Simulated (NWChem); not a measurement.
System: C₂H₃NO₂Si; SMILES [SiH2]1N=CC(O1)=O

```xyz
9

O     -0.2147     2.2922     0.0000
C     -0.0729     1.1081     0.0000
C      1.2644     0.3701     0.0000
N      1.2673    -0.9007     0.0000
Si    -0.4418    -1.3810     0.0000
O     -1.0788     0.2068     0.0000
H      2.1805     0.9830     0.0000
H     -0.8334    -2.1034     1.2330
H     -0.8334    -2.1034    -1.2330
```
Atoms are numbered in this order, from 1.

Program: NWChem. Medium grid unless said otherwise, to which SCAN and Minnesota functionals are sensitive. Geometry: optimised at PBE0/def2-SVP.

Question: Order these by “orbital gap (eV)”, lowest first: PW6B95/def2-SVP; r2SCAN/def2-SVP; CAM-B3LYP/def2-SVP; Hartree-Fock/def2-SVP.

Answer: r2SCAN/def2-SVP (3.28), PW6B95/def2-SVP (5.69), CAM-B3LYP/def2-SVP (8.11), Hartree-Fock/def2-SVP (13.48)
